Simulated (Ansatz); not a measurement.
A nudged elastic band was laid between two geometries of C$_{3}$H$_{11}$NSi$_{2}$ (17 atoms, charge 0, multiplicity 1).

All numbers below come from Ansatz 0.2.0, RKS PBE0/6-31G*.

| Property | Result |
| --- | --- |
| movable images | 5 |
| climbing image | yes |
| spring | 5.0 eV/Å² |
| optimiser | quadratic models (default) |
| start path | IDPP |
| force threshold | 0.05 eV/Å |
| iteration limit | 60 |
| end points | relaxed |

Image 0:

```xyz
17
Properties=species:S:1:pos:R:3
N -0.683 -2.149 0.080
C 0.300 -1.306 0.738
C 1.190 -0.360 -0.145
C 0.523 1.042 0.078
Si -0.582 1.622 -1.319
Si -0.390 0.273 1.558
H -1.348 -1.594 -0.453
H -0.224 -2.765 -0.588
H 0.912 -1.945 1.384
H 1.231 -0.687 -1.195
H 2.222 -0.347 0.226
H 1.235 1.839 0.314
H -1.254 2.909 -0.976
H -1.646 0.611 -1.597
H 0.186 1.812 -2.586
H -1.874 0.433 1.627
H 0.182 0.612 2.895
```

Image 6:

```xyz
17
Properties=species:S:1:pos:R:3
N -0.357 -1.515 -0.722
C 0.561 -1.260 0.383
C 1.347 0.030 0.036
C 0.263 1.110 0.347
Si -0.952 1.412 -1.071
Si -0.372 -0.144 1.616
H 0.141 -1.851 -1.544
H -1.054 -2.213 -0.481
H 1.187 -2.110 0.689
H 1.739 0.044 -0.992
H 2.202 0.138 0.717
H 0.659 2.064 0.705
H -1.217 2.888 -1.130
H -2.286 0.773 -0.908
H -0.367 1.035 -2.391
H -1.831 -0.362 1.848
H 0.318 -0.039 2.937
```

Task: What changes between the two ends?

Result: No bond is made or broken. The dihedral H8–N1–C2–C3 goes from 59 to -167°.

Task: Give the energies along the band, and the barrier.

Result: It converged. The highest image is number 3 of 0 to 6, 0.174 eV above the first end and 0.264 eV above the last; the last end lies 0.089 eV below the first. A vibrational analysis at the climbing image gives one clearly imaginary mode, 344i cm⁻¹: a first-order saddle point.

```tsv
image	path coordinate (Å)	energy (eV)	dihedral H8–N1–C2–C3 (°)
0	0.00	0.000	59
1	0.47	0.029	76
2	0.95	0.119	99
3	1.42	0.174	123
4	2.51	-0.018	178
5	3.60	-0.058	-168
6	4.68	-0.089	-167
```

Task: What is the geometry of the highest image?

Result: 
```xyz
17
Properties=species:S:1:pos:R:3
N -0.579 -2.053 -0.238
C 0.401 -1.316 0.572
C 1.188 -0.211 -0.199
C 0.403 1.093 0.173
Si -0.800 1.704 -1.129
Si -0.366 0.105 1.607
H -0.504 -1.779 -1.213
H -0.384 -3.048 -0.206
H 1.070 -2.007 1.095
H 1.264 -0.419 -1.278
H 2.216 -0.148 0.180
H 1.051 1.928 0.463
H -1.609 2.842 -0.605
H -1.730 0.614 -1.542
H -0.086 2.170 -2.358
H -1.845 0.142 1.794
H 0.290 0.382 2.924
```

Task: What are the harmonic wavenumbers there?

Result: 344i, 64, 125, 143, 199, 238, 379, 502, 511, 541, 578, 649, 696, 722, 802, 807, 837, 879, 927, 944, 953, 955, 980, 997, 1037, 1096, 1133, 1167, 1240, 1265, 1304, 1400, 1505, 1693, 2213, 2227, 2246, 2253, 2254, 3031, 3095, 3109, 3120, 3524, 3622 cm⁻¹.

The run took 2.9 min on 2 threads of AMD EPYC 9R14 (Zen 4), on a shared host, peak memory 0.34 GiB.
